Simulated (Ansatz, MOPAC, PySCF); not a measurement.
System: H$_{4}$BPO$_{2}$ (charge 0, singlet). SMILES: OB(O)P
Geometry from a B3LYP-D3(BJ)/def2-TZVP (Ansatz, a quantum-chemistry and plane-wave program) optimisation:
```
B
O 1 1.3600
H 2 0.9657 1 112.68
O 1 1.3691 2 118.34 3 -0.10
H 4 0.9606 1 115.17 2 179.05
P 1 1.9451 2 117.74 3 -175.22
H 6 1.4144 1 96.29 2 -47.31
H 6 1.4187 7 95.01 1 97.25
```

Wanted: size of the dipole moment, in D. Conventions: spin-orbit terms left out; 6-311+G** with 5d, 6d on Na to Ar in Ansatz; PM7 with its own dispersion and hydrogen-bond terms; non-relativistic; LANL2DZ with its own core potentials from Na on; six Cartesian d functions in 6-31G* and its kin unless marked 5d; no dispersion term unless named. Ab initio and DFT rows: single points at B3LYP-D3(BJ) geometries (Ansatz). Semi-empirical rows: dipoles at the shared geometry.

| level | program | size of the dipole moment (D) |
|---|---|---|
| PM3 | MOPAC | 1.52 |
| PM7 | MOPAC | 2.97 |
| MNDO | MOPAC | 1.89 |
| SVWN5/6-31G* | Ansatz | 2.22 |
| PBE/STO-3G | Ansatz | 1.88 |
| PBE/6-311+G** | Ansatz | 1.85 |
| B3LYP/LANL2DZ | Ansatz | 2.26 |
| B3LYP/6-31G | Ansatz | 2.36 |
| B3LYP/6-31G* | Ansatz | 2.07 |
| B3LYP/6-31+G* | Ansatz | 1.93 |
| B3LYP/6-31G** | Ansatz | 2.05 |
| B3LYP/def2-SVP | Ansatz | 1.90 |
| B3PW91/6-31G* (5d) | PySCF | 2.12 |

No value to compare with is used here. The 13 habitual levels span 1.52 (PM3) to 2.97 D (PM7).

The levels are drawn from those run, B3LYP/6-31G* more often than the rest, none by its result; left out are runs that failed, that the program found above a lower state of the same kind, or whose <S^2> lies over 0.5 above the pure value.
